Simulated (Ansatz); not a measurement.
## A saddle search, step by step

BHBrF3, closed shell, BLYP-D4/cc-pVDZ (Ansatz 0.2.0). Settings; a guess of the unstable mode was typed too, and convergence needs a confirmed negative curvature besides the force tolerance:

```yaml
hamiltonian: {xc: {name: BLYP}, dispersion: d4}
saddle:
  f_tol: 0.1
  max_steps: 40
```

Start:

```xyz
6
angstrom
B -0.4552 -0.0754 -0.2035
Br 0.3901 0.2286 1.7750
F -0.8219 -1.3555 -0.3846
F -1.3204 0.8382 -0.4488
H 1.2059 0.3054 0.1899
F 0.9212 0.1915 -0.8731
```

| step | energy less the last (meV) | largest force component (eV/Å) |
| --- | --- | --- |
| 1 | 186.3 | 2.421 |
| 2 | 18.8 | 0.847 |
| 3 | 3.0 | 0.246 |
| 4 | 0.8 | 0.098 |
| 5 | 0.0 | 0.002 |

Step 2, positions (Å) and forces (eV/Å):

| atom | x | y | z | Fx | Fy | Fz |
| --- | --- | --- | --- | --- | --- | --- |
| B1 | -0.502 | -0.092 | -0.204 | 0.118 | -0.847 | 0.128 |
| Br2 | 0.407 | 0.223 | 1.768 | 0.221 | 0.015 | 0.162 |
| F3 | -0.812 | -1.394 | -0.388 | -0.050 | 0.286 | -0.014 |
| F4 | -1.351 | 0.887 | -0.477 | -0.484 | 0.438 | -0.276 |
| H5 | 1.278 | 0.320 | 0.225 | -0.067 | 0.009 | -0.031 |
| F6 | 0.900 | 0.189 | -0.869 | 0.263 | 0.099 | 0.031 |

Step 3, positions (Å) and forces (eV/Å):

| atom | x | y | z | Fx | Fy | Fz |
| --- | --- | --- | --- | --- | --- | --- |
| B1 | -0.506 | -0.100 | -0.202 | -0.132 | -0.246 | -0.002 |
| Br2 | 0.427 | 0.220 | 1.771 | 0.078 | -0.004 | 0.130 |
| F3 | -0.829 | -1.393 | -0.390 | 0.045 | 0.180 | 0.000 |
| F4 | -1.364 | 0.885 | -0.494 | -0.047 | 0.048 | -0.071 |
| H5 | 1.283 | 0.325 | 0.230 | -0.039 | 0.015 | -0.061 |
| F6 | 0.910 | 0.197 | -0.860 | 0.095 | 0.006 | 0.004 |

Step 4, positions (Å) and forces (eV/Å):

| atom | x | y | z | Fx | Fy | Fz |
| --- | --- | --- | --- | --- | --- | --- |
| B1 | -0.510 | -0.103 | -0.201 | -0.098 | 0.018 | -0.098 |
| Br2 | 0.439 | 0.216 | 1.778 | 0.002 | 0.008 | 0.067 |
| F3 | -0.830 | -1.390 | -0.393 | -0.013 | -0.002 | 0.022 |
| F4 | -1.367 | 0.885 | -0.503 | 0.074 | -0.057 | 0.032 |
| H5 | 1.276 | 0.332 | 0.233 | 0.008 | -0.004 | -0.076 |
| F6 | 0.912 | 0.192 | -0.860 | 0.026 | 0.037 | 0.053 |

Last step (5):

```xyz
6
angstrom
B -0.5116 -0.1048 -0.2084
Br 0.4441 0.2165 1.7836
F -0.8336 -1.3917 -0.3917
F -1.3640 0.8848 -0.5043
H 1.2740 0.3335 0.2340
F 0.9108 0.1945 -0.8584
```

The run took about 22 s on 4 CPU threads of an Arm Neoverse V2 (shared host).
